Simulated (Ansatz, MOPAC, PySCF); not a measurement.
Species: SiH₅S (charge +1, singlet). SMILES: [SH2+][SiH3]
Coordinates optimised at B3LYP-D3(BJ)/def2-TZVP (Ansatz, a quantum-chemistry and plane-wave program):
```xyz
7

Si    -1.0920    -0.4158     0.1744
S      1.0274     0.4223    -0.2609
H     -1.0249    -0.8447     1.5761
H     -1.8892     0.7842    -0.1041
H     -1.1430    -1.4813    -0.8331
H      1.7492    -0.5963     0.2576
H      1.1571     1.2016     0.8361
```
Charge +1, spin multiplicity 1.

Unscaled harmonic wavenumbers (cm⁻¹) in rising order, each level at the stationary point that it reaches from this structure (no distance between atoms moves by over 0.3 Å); the order of modes can differ between levels, and a negative number is imaginary. B3LYP-D3(BJ)/def2-TZVP (PySCF, at the structure above): 151, 360, 481, 500, 705, 769, 873, 933, 937, 1189, 2284, 2331, 2331, 2626, 2636.

AM1 (MOPAC): 54, 331, 344, 392, 600, 615, 654, 773, 778, 1147, 1865, 1877, 2201, 2225, 2232. Zero-point energy 23.0 against 27.3 kcal/mol; where all levels lie over 400 cm⁻¹, the wavenumbers are on average 0.844 times those of B3LYP-D3(BJ)/def2-TZVP.

B3LYP/6-31G* (Ansatz): 150, 360, 494, 512, 723, 788, 872, 923, 928, 1242, 2318, 2369, 2372, 2667, 2683. Zero-point energy 27.7 against 27.3 kcal/mol; where all levels lie over 400 cm⁻¹, the wavenumbers are on average 1.014 times those of B3LYP-D3(BJ)/def2-TZVP.
